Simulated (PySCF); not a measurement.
**O²⁺ (oxygen, charge +2) across methods**

[He] 2s1 2p3, high-spin 5S determinant (an excited configuration). All numbers are calculated (PySCF 2.14, no relativity, point nucleus, in aug-cc-pwCVTZ).

```csv
method,E (hartree),mean ε 1s β (eV),mean ε 2s α (eV),mean ε 2p α (eV),Σ⟨r²⟩ (bohr²),⟨S²⟩
r2SCAN,-73.0082,-557.88,-63.050,-46.813,4.931,6.000
PBE0,-72.9408,-564.61,-65.061,-48.677,4.958,6.000
PBEsol,-72.6824,-550.64,-60.682,-45.654,4.994,6.000
PBE,-72.9186,-552.62,-60.932,-45.775,4.989,6.000
wB97M-V,-72.9880,-568.26,-66.974,-50.882,4.992,6.000
TPSSh,-73.0047,-560.67,-63.203,-47.104,4.960,6.000
LDA,-72.4331,-548.62,-60.431,-45.721,5.009,6.000
revPBE,-72.9825,-553.08,-61.000,-45.757,4.984,6.000
UHF,-72.89801,-599.79,-76.997,-56.892,4.905,6.000
```
